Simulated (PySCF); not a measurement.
# Telling isomers of C$_{4}$H$_{5}$F$_{3}$O apart by NMR

PySCF calculation with couplings computed with B3LYP/pcJ-1 (spin–dipole term left out of most H,H and C,H couplings), GIAO PBE0/pcSseg-1 shieldings and GFN2-xTB structure; isolated molecule, relativity neglected, one averaged value for each set of equivalent atoms, a single conformation.

Chemical shifts δ = σref − σ; 1H (31.72 ppm) and 13C (186.93 ppm) vs TMS, all at this level. Multiplet labels drop J under 1 Hz and among equivalent protons, and merge close values. Unscaled 3J(H,H) run several per cent high. Splittings of carbon signals by F and P are missing where no couplings were computed. Where no couplings were computed, multiplicities follow the n + 1 count of equivalent neighbours, and m marks all less simple cases (inequivalent or close neighbours, rings, F or P nearby). One-bond C–F couplings are unscaled and too large by tens of Hz. Shifts are as computed. Against solution values, carbons near 30 ppm lie about +3 ppm off and those near 130 ppm about +5 ppm. Of 1211 compounds with measured shifts, 218 miss one by over three times the rms of a fit or turn the order of signals round; such compounds aren't used in these exercises.

(1) Tabulate the signals of `CCC(=O)C(F)(F)F`, `F/C=C/COC(F)F` and their relative energies.

(2) What is the quickest way to tell CCC(=O)C(F)(F)F from F/C=C/COC(F)F?

Results:

(1) 
```json
{"SMILES": "CCC(=O)C(F)(F)F", "carbon types": "2×C 1×CH2 1×CH3", "δC": "199.7, 125.9, 33.3, 7.9", "δH": "2.89 (qq, 2H), 1.18 (t, 3H)", "E rel. (kcal/mol)": "0.0"}
{"SMILES": "F/C=C/COC(F)F", "carbon types": "3×CH 1×CH2", "δC": "161.8, 126.1, 113.7, 67.8", "δH": "7.20 (m, 1H), 6.33 (m, 1H), 5.38 (m, 1H), 4.71 (d, 2H)", "E rel. (kcal/mol)": "26.6"}
```

Energies are electronic energies at PBE0/pcSseg-1 on these geometries, without zero-point or thermal terms, each for the one conformer computed, which needn't be the lowest.

(2) Both give the same number of carbon signals, but DEPT or the intensities differ. The first has a ketone carbonyl carbon (C) at 199.7 ppm, the second an alkene CH at 161.8 ppm. In the proton spectra the most deshielded non-exchanging signals are 2.89 (qq, J = 7.5, 1.5 Hz, 2H) and 7.20 (m, 1H).
